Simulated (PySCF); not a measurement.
C2H7O2, SMILES OCC[OH2+], charge +1. Geometry optimised at PBE0-D3(BJ)/def2-SVP. The isomer is the one that the SMILES or the coordinates give; other isomers of the formula were not compared. One conformer was computed; it need not be the lowest.

Computed equilibrium geometry at PBE0-D3(BJ)/def2-SVP (PySCF confirms it by a frequency run) as bond lengths and angles (one conformer of several):
Atoms: O1 C2 C3 O4 H5 H6 H7 H8 H9 H10 H11. Bonded distances (Å): O1–C2 1.426, O1–H5 0.968, C2–C3 1.525, C2–H6 1.101, C2–H7 1.100, C3–O4 1.466, C3–H8 1.096, C3–H9 1.099, O4–H10 1.077, O4–H11 0.973. Angles (°): C2–O1–H5 113.4, O1–C2–C3 102.2, O1–C2–H6 110.9, O1–C2–H7 111.8, C3–C2–H6 111.3, C3–C2–H7 110.8, H6–C2–H7 109.6, C2–C3–O4 101.6, C2–C3–H8 113.8, C2–C3–H9 112.4, O4–C3–H8 108.9, O4–C3–H9 108.5, H8–C3–H9 111.1, C3–O4–H10 97.5, C3–O4–H11 115.2, H10–O4–H11 114.9.
Charge +1, spin multiplicity 1.
